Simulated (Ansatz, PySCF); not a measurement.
Gas-phase reaction in SMILES: c1cc[nH]c1 + 7 [H][H] (H2) -> 4 C (CH4) + N (NH3)
Each molecule is optimised on its own at B3LYP-D3(BJ)/def2-TZVP (Ansatz, a program for electronic structure).

Wanted: energy of full hydrogenation (electronic energy difference), in kcal/mol. Valence correlation only, unless marked. No spin-orbit coupling. Non-relativistic. CBS(X,Y): correlation extrapolated as X^-3; Hartree-Fock from the larger set. The bracket is a focal-point correction in the basis named.

```csv
level,program,energy of full hydrogenation (kcal/mol)
HF/aug-cc-pVDZ,Ansatz,-165.4
HF/def2-TZVPD,PySCF,-159.1
```

Question: Estimate the value at RI-MP2/CBS(cc-pVTZ,cc-pVQZ)+[CCSD(T)-MP2]/cc-pVTZ as computed with Ansatz.

Answer: -140.9 kcal/mol, so HF/def2-TZVPD differs from it by -18.2 kcal/mol.
